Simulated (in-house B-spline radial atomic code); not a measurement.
## Ionising P V (P4+) with different functionals

Computed with a radial B-spline atomic code at the basis-set limit: four-component Dirac-Coulomb Hamiltonian, Fermi nucleus of rms radius 3.1889 fm, spin-restricted, spherical fractional occupations for the functionals, and exact exchange of hybrids averaged over the configuration. The ionisation energy is the difference of two self-consistent energies, [Ne] 3s1 → [He] 2s2 2p6, without Breit or QED terms; ε is the level of the shell that loses the electron (mean over j).

| method | rung | ΔSCF (eV) | -ε(3s) (eV) |
| --- | --- | --- | --- |
| PBE0 | global hybrid | 65.04 | 60.18 |
| B97-1 | global hybrid | 64.98 | 59.86 |
| LC-wPBE | range-separated hybrid | 65.03 | 63.10 |
| HSE06 | range-separated hybrid | 65.03 | 59.80 |

(1) Among the functionals, which spreads more, the ΔSCF values or the orbital energies?

(2) How do they compare with the NIST value?

Answers

(1) The orbital energies: ΔSCF values span about 0.05 eV and the orbital energies 3.30 eV; here energy differences depend much less on the functional than eigenvalues do.

(2) NIST lists 65.025 eV (measured, ground level to ground level). Errors run from -0.04 to +0.01 eV; HSE06 is closest (+0.00 eV), but part of that can be cancellation, since the calculations leave out Breit-QED terms, spin polarisation.
